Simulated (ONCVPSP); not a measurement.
u(r) = r·R(r): atom against pseudo-atom (Cl (Z = 17))

Columns: radius, all-electron u(r) and pseudo u(r) of the 2s shell (level -251.72 eV) of chlorine in the configuration [He] 2s2 2p6 3s2 3p5; LDA (Perdew-Wang 92), scalar-relativistic, ONCV scheme, ONCVPSP 4.0.1.

```csv
r (bohr),all-electron,pseudo
0.035,-0.6983,0.2038
0.070,-0.6311,0.4057
0.105,-0.2496,0.6028
0.140,0.2085,0.7918
0.175,0.6349,0.9683
0.210,0.9835,1.1268
0.245,1.2425,1.2618
0.280,1.4169,1.3685
0.315,1.5187,1.4437
0.350,1.5604,1.4853
0.385,1.5553,1.4935
0.420,1.5159,1.4718
0.455,1.4515,1.4238
0.490,1.3709,1.3557
0.525,1.2802,1.2731
0.560,1.1844,1.1817
0.595,1.0872,1.0863
0.630,0.9914,0.9910
0.665,0.8989,0.8986
0.700,0.8111,0.8108
0.735,0.7287,0.7284
0.770,0.6522,0.6520
0.805,0.5820,0.5818
0.840,0.5178,0.5176
0.875,0.4593,0.4592
0.910,0.4067,0.4065
```

(1) How many radial nodes do the two functions have?

(2) At about which radius was the pseudo-wave matched?

(3) Where does each function peak?

(4) Is the pseudo-wave norm-conserving?

## Answers

(1) The all-electron 2s function has n − l − 1 = 1; the pseudo-wave has 0, since the states of the same l below it are removed with the core.

(2) 0.65 bohr, where the columns begin to agree (steps of 0.04 bohr).

(3) Outermost all-electron maximum near 0.35 bohr, pseudo maximum near 0.39 bohr (to the table’s step).

(4) Yes: the ONCV scheme keeps the norm inside the radius equal to the all-electron one, which fixes the energy derivative of the logarithmic derivative at the level.
